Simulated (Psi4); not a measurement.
Dimer: HCl (SMILES Cl) (first 2 atoms) with CO2 (SMILES O=C=O); geometry from B3LYP-D3(BJ)/def2-TZVP, rigid monomers moved along the line of their centres of mass till H2···O3 is 2.51 Å.
(charge 0, multiplicity 1):
```xyz
5

Cl    -0.868     1.147     0.287
H     -0.154     0.371     1.021
O      0.831    -0.806     3.004
C      0.666    -0.772     4.154
O      0.505    -0.741     5.299
```

Computed with SAPT0/jun-cc-pV(D+d)Z (Psi4).

Question: Give the four SAPT terms and the total, and say what mostly holds the pair together.

Answer: electrostatics -1.67, exchange 0.86, induction -0.32, dispersion -0.61, total -1.73 kcal/mol; the largest attraction is electrostatics.
